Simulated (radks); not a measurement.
Dipole-allowed excitations along the series with 10 electrons in [Ne]. Calculated with a radial shooting solver on a logarithmic mesh with Libxc functionals: scalar-relativistic Kohn-Sham, PBE, spin-unpolarised, spherical densities, finite nucleus; Fermi nuclear charge, rms radius of each element as measured or else 0.836 A^(1/3) + 0.57 fm. Time-dependent linear response with the Hartree and adiabatic LDA kernel, continuum included through the Sternheimer equations, no spin-orbit coupling, so fine structure and intercombination lines are absent. Lines are the poles of the dipole polarisability below minus the highest occupied eigenvalue, found on a grid refined at the orbital gaps; the lowest seven at most are given, and weak or close lines can be missed. The first line takes the name of the lowest orbital gap if no other gap lies below it; otherwise a line is named after a gap within 0.6 % of it, if that gap stands alone.

| species | -e(HOMO) (eV) | lowest orbital gap (eV) | first line (eV) | f | strongest line (eV) | its f | static alpha (bohr^3) |
|---|---|---|---|---|---|---|---|
| Si4+ | 148.55 | 2p-3s 98.240 | 98.600 (2p-3s) | 0.206 | 120.80 (unassigned) | 0.850 | 0.1711 |
| P5+ | 199.90 | 2p-3s 128.82 | 129.27 (2p-3s) | 0.206 | 157.04 (unassigned) | 1.12 | 0.1104 |
| S6+ | 258.17 | 2p-3s 163.18 | 163.73 (2p-3s) | 0.205 | 197.10 (unassigned) | 1.37 | 0.07477 |
| Cl7+ | 323.32 | 2p-3s 201.32 | 201.97 (2p-3s) | 0.203 | 240.98 (unassigned) | 1.58 | 0.05260 |
| Ar8+ | 395.36 | 2p-3s 243.24 | 243.99 (2p-3s) | 0.201 | 288.69 (unassigned) | 1.77 | 0.03816 |
| K9+ | 474.29 | 2p-3s 288.95 | 289.81 (2p-3s) | 0.199 | 340.22 (unassigned) | 1.93 | 0.02839 |
